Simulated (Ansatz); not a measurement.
Consider the ligand exchange at the Si–Br bond: `N[SiH](Cl)Br` + `N[SiH2]S` → `N[SiH2]S[SiH](N)Cl` + HBr.

Calculated with Ansatz (gas phase, PBE0-D4/def2-TZVP geometries, no zero-point term in ΔE). CCSD(T)/CBS adds triple-zeta CCSD(T) − MP2 to the extrapolated MP2 energy (def2 sets, frozen cores). DFT in def2-TZVPP. B3LYP here is the variant with VWN-RPA as its local correlation; programs differ in this. For Br outer-core shells are correlated without core-valence functions, which leaves a few kJ/mol of doubt a bond. Scalar relativity is left out up to krypton. Each species was taken in one conformer, which may not be the lowest.

`N[SiH](Cl)Br`:

Z-matrix (Å, degrees):
```
Si
Cl 1 2.041
Br 1 2.226 2 107.2
N 1 1.693 2 107.6 3 124.3
H 1 1.473 2 110.9 3 -115.4
H 4 1.008 1 120.2 2 -44.6
H 4 1.008 1 119.6 2 170.1
```

`N[SiH2]S`:

```xyz
8

N    -1.235   -0.588    0.419
Si    0.375   -0.047    0.267
S     0.580    1.380   -1.330
H    -1.842   -0.188    1.114
H    -1.749   -0.965   -0.360
H     1.313   -1.152   -0.057
H     0.721    0.550    1.580
H     1.836    1.010   -1.634
```

`N[SiH2]S[SiH](N)Cl`:

Cartesian coordinates in Å:
```
N 1.732 -0.399 0.934
Si 1.583 0.447 -0.539
S -0.077 1.835 -0.727
Si -1.604 0.594 0.026
N -1.331 -1.017 -0.479
Cl -1.665 0.483 2.084
H 1.971 0.112 1.770
H 1.033 -1.098 1.136
H 1.484 -0.537 -1.640
H 2.760 1.330 -0.715
H -2.888 1.224 -0.357
H -1.158 -1.206 -1.455
H -1.840 -1.768 -0.039
```

HBr:

Z-matrix (Å, degrees):
```
Br
H 1 1.420
```

```csv
level,ΔE (kcal/mol),difference from CCSD(T)/CBS
PBE-D4,2.6,-1.7
r2SCAN-D4,3.7,-0.6
PBE0-D4,3.1,-1.2
B3LYP-D4,3.3,-1.0
ωB97X-V,4.1,-0.2
PBE,5.2,0.9
r2SCAN,4.5,0.2
SCS-MP2/def2-TZVPP,4.2,-0.1
HF/def2-QZVPP,9.5,5.2
SCS-MP2/def2-QZVPP,4.8,0.5
CCSD(T)/CBS,4.3,0
```

Largest T1 diagnostic among the species: 0.011.

In def2-TZVPP, CCSD(T) changes the Hartree–Fock value by −5.9 kcal/mol (the triples alone add −1.1 kcal/mol) and MP2 by −6.1 kcal/mol. The D4 term adds −4.0 kcal/mol with B3LYP and −2.4 kcal/mol with PBE0; it sums over pairs of atoms, weighted by their polarisabilities, and B3LYP, whose exchange is more repulsive, gets the larger term.
